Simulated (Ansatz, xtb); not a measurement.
Two isomers of C4H4ClNO

We compare a, `Cc1cnc(Cl)o1`, a singlet, with b, `Cc1ncc(Cl)o1`, a singlet. Both are isolated molecules in the gas phase, relaxed with B3LYP/def2-SVP.

a (Å):

```yaml
atoms:
  - { symbol: C, position_ang: [-2.5142, -0.1041, -0.3061] }
  - { symbol: C, position_ang: [-1.2372, 0.6459, -0.2088] }
  - { symbol: C, position_ang: [-0.8808, 1.9620, -0.2058] }
  - { symbol: C, position_ang: [0.9028, 0.8559, -0.0233] }
  - { symbol: Cl, position_ang: [2.5058, 0.2847, 0.1317] }
  - { symbol: N, position_ang: [0.4975, 2.0760, -0.0859] }
  - { symbol: O, position_ang: [-0.0710, -0.0768, -0.0895] }
  - { symbol: H, position_ang: [-3.3521, 0.6015, -0.3935] }
  - { symbol: H, position_ang: [-2.5258, -0.7671, -1.1872] }
  - { symbol: H, position_ang: [-2.6812, -0.7323, 0.5846] }
  - { symbol: H, position_ang: [-1.5248, 2.8363, -0.2824] }
```

b (Å):

```xyz
11

C    -2.5510   -0.3706   -0.3322
C    -1.3965    0.5604   -0.2369
C    -0.0543    2.2195   -0.1638
C     0.6817    1.0865    0.0091
Cl    2.3436    0.7868    0.2528
N    -1.3802    1.8541   -0.3188
O    -0.1587    0.0186   -0.0348
H    -3.4640    0.2163   -0.4921
H    -2.4245   -1.0765   -1.1690
H    -2.6602   -0.9641    0.5900
H     0.2848    3.2524   -0.1852
```

Energies in hartree; the thermal terms are from GFN2-xTB frequencies at re-optimised GFN2-xTB minima (ideal gas, soft modes damped towards free rotors, one conformer each, 298.15 K, 1 atm) and include the zero-point energy:

|  | a | b |
| --- | --- | --- |
| E, CCSD(T)/def2-SVP | −743.305335 | −743.305804 |
| E, MP2/def2-SVP | −743.228208 | −743.228239 |
| E, MP2/def2-TZVPP | −743.964377 | −743.965159 |
| zero-point energy | 0.074789 | 0.074633 |
| H(298 K) − E | 0.082242 | 0.082128 |
| G(298 K) − E | 0.043549 | 0.043292 |

Question: Correct the CCSD(T) difference for the basis set by the MP2 change, then work out ΔE, ΔE₀, ΔH and ΔG for a → b in kcal/mol (1 Eh = 627.51 kcal/mol) and the equilibrium ratio [b]/[a].

Answer: 1. Differences b − a: CCSD(T) −0.000469, MP2 in the small set −0.000031, MP2 in the large set −0.000782 Eh.
2. ΔE = −0.000469 + (−0.000782 − (−0.000031)) = −0.001220 Eh = −0.77 kcal/mol.
3. ΔE₀ = ΔE + ΔZPE = −0.001220 + (−0.000156) Eh = −0.86 kcal/mol.
4. ΔH = ΔE + (−0.000114) Eh = −0.84 kcal/mol.
5. ΔG = ΔE + (−0.000257) Eh = −0.93 kcal/mol, so ΔS = (ΔH − ΔG)/T = +1.3 J/(mol K).
6. kT = 0.9442 mEh, so K = [b]/[a] = exp(−ΔG/kT) = exp(+1.56) ≈ 4.8.

The two are too close for this level to say which is favoured. An error of 1 kcal/mol in ΔG would change K by a factor of 5.4. Mirror images and further conformers aren't counted.

As drawn, both hold the same kinds of bond in the same numbers.

Other levels gave ΔE = −0.3 (GFN2-xTB); −1.5 (HF/STO-3G, GFN2-xTB geometries); −0.5 (r2SCAN-D4/def2-SVP, GFN2-xTB geometries); −0.3 (B3LYP/def2-SVP); −0.5 (HF/def2-SVP); 0.0 (MP2/def2-SVP); −0.3 (CCSD(T)/def2-SVP) kcal/mol. The correlated steps freeze 11 core orbitals. Programs: Ansatz 0.2.0, xtb 6.7.1.
